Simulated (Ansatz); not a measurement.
**Question.** Name a neutral molecule of Se, Sn and H with HOMO energy (PBE0/def2-TZVPP) between -7.00 and -6.70 eV and HOMO energy (ωB97M-V/def2-TZVPP) between -9.10 and -8.80 eV (Ansatz, PBE0-D4/def2-TZVP geometry).

**Answer.** `[SeH][SnH3]` (-6.93 eV, -9.08 eV); `[SeH][SnH2][SeH]` (-6.95 eV, -9.05 eV). Other molecules can fit too; these were computed, each in one conformer that needn't be the lowest.
